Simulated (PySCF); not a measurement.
AlBrClH2N.

```xyz
6

Al    -0.4128    -0.6116     0.0000
Cl     1.0143    -2.1517     0.0000
Br     0.2394     1.5403     0.0000
N     -2.1255    -1.0127     0.0000
H     -2.8803    -0.3312     0.0000
H     -2.4975    -1.9592     0.0000
```
Charge 0, spin multiplicity 1.

Coordinates come from a TPSSh-D3(BJ)/def2-SVP optimisation. One conformer was computed; it need not be the lowest.

These are PySCF with HF/pcSseg-1 values and carry that method's errors. Non-relativistic, no solvent.

Computed absolute GIAO shielding of each atom: isotropic value and principal components (ppm):
```json
[
 {"atom": "Al1", "σ(iso)": "445.3", "σ11": "394.1", "σ22": "448.9", "σ33": "492.8", "span": "98.6"},
 {"atom": "Cl2", "σ(iso)": "1013.8", "σ11": "957.3", "σ22": "978.3", "σ33": "1105.9", "span": "148.6"},
 {"atom": "Br3", "σ(iso)": "2868.2", "σ11": "2769.1", "σ22": "2785.5", "σ33": "3050.0", "span": "280.9"},
 {"atom": "N4", "σ(iso)": "247.9", "σ11": "228.2", "σ22": "241.4", "σ33": "273.9", "span": "45.8"},
 {"atom": "H5", "σ(iso)": "30.5", "σ11": "22.6", "σ22": "27.0", "σ33": "42.0", "span": "19.4"},
 {"atom": "H6", "σ(iso)": "30.6", "σ11": "22.7", "σ22": "26.2", "σ33": "42.9", "span": "20.2"}
]
```
